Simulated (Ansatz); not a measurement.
The cluster Cs₃. Charge 0, multiplicity 2. Geometry PBE0/def2-TZVP, that of the charge +1 singlet; atoms count from 1.

```
atom   x (Å)   y (Å)   z (Å)
 Cs1   0.506   0.585   2.934
 Cs2   1.712  -2.037  -1.458
 Cs3  -2.219   1.451  -1.476
```

In the def2 sets Cs takes a core potential; there is no spin–orbit coupling. The structure comes from a short search, and lower isomers may exist.

Q: Estimate the Mulliken populations from the PBE0/def2-TZVP orbitals of Ansatz.

A: 
```csv
atom,charge (e),spin (α − β)
Cs1,-0.04,0.49
Cs2,0.08,0.03
Cs3,-0.04,0.49
```
Mulliken values and Mayer orders depend strongly on the basis.

Q: Where does the spin sit?

A: Summed by element: Cs 1.00, of 1 unpaired in all. Largest on single atoms: Cs3 0.49, Cs1 0.49, Cs2 0.03.

Q: And the Mayer bond orders between bonded heavy atoms (over 0.3)?

A: Cs1–Cs2 0.60 (5.26 Å); Cs1–Cs3 0.33 (5.26 Å); Cs2–Cs3 0.60 (5.26 Å).
